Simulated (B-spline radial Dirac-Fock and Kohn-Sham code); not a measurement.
## Dipole and non-dipole photoemission parameters of Ge 3d5/2

System: the Ge atom, configuration 1s2 2s2 2p6 3s2 3p6 3d10 4s2 4p2; threshold 37.15 eV (orbital energy of the model). Method: Dirac-Hartree-Slater photoionisation with a Latter tail; cross sections with all multipoles, angular parameters from the dipole term and its interference with E2. Computed with an atomic code on a B-spline grid.

For linearly polarised light dσ/dΩ = σ/(4π) [1 + β P₂(cos θ) + (δ + γ cos²θ) sin θ cos φ], with θ from the polarisation vector and φ the angle between the beam and the projection of the electron momentum on the plane normal to the polarisation.

| hν (eV) | σ (kb) | β | γ | δ |
| --- | --- | --- | --- | --- |
| 87.1 | 4500 | 0.154 | -0.008 | 0.012 |
| 100 | 4640 | 0.302 | -0.005 | 0.014 |
| 137 | 4090 | 0.608 | 0.003 | 0.017 |
| 188 | 2820 | 0.846 | 0.017 | 0.020 |
| 228 | 2050 | 0.963 | 0.031 | 0.023 |
| 300 | 1180 | 1.090 | 0.060 | 0.027 |
| 311 | 1090 | 1.103 | 0.064 | 0.028 |
| 446 | 456 | 1.194 | 0.128 | 0.035 |
| 474 | 388 | 1.202 | 0.142 | 0.037 |
| 518 | 305 | 1.211 | 0.164 | 0.039 |
| 800 | 86.3 | 1.194 | 0.300 | 0.053 |
| 1486.9 | 11.5 | 1.041 | 0.549 | 0.090 |
| 1610 | 8.71 | 1.013 | 0.582 | 0.096 |
| 2350 | 2.25 | 0.873 | 0.733 | 0.137 |
| 2830 | 1.13 | 0.802 | 0.803 | 0.163 |
| 2984.4 | 0.927 | 0.782 | 0.822 | 0.171 |
| 3270 | 0.655 | 0.749 | 0.855 | 0.186 |
| 4000 | ? | ? | ? | ? |
| 4040 | 0.290 | 0.673 | 0.929 | 0.226 |
| 5130 | 0.112 | 0.592 | 1.008 | 0.279 |
| 5290 | 0.0994 | 0.583 | 1.017 | 0.286 |
| 5414.7 | 0.0905 | 0.575 | 1.025 | 0.292 |
| 5750 | 0.0709 | 0.556 | 1.043 | 0.308 |
| 6150 | 0.0539 | 0.535 | 1.062 | 0.326 |
| 7290 | 0.0267 | 0.484 | 1.106 | 0.375 |
| 8240 | 0.0160 | 0.448 | 1.134 | 0.415 |
| 9251.7 | 0.00980 | 0.415 | 1.156 | 0.455 |
| 9260 | 0.00977 | 0.415 | 1.156 | 0.455 |
| 11600 | 0.00372 | 0.355 | 1.185 | 0.542 |
| 13500 | 0.00192 | 0.317 | 1.193 | 0.607 |

Q: Give the values at 4000 eV.

A: σ = 0.301 kb, β = 0.676, γ = 0.925, δ = 0.224.
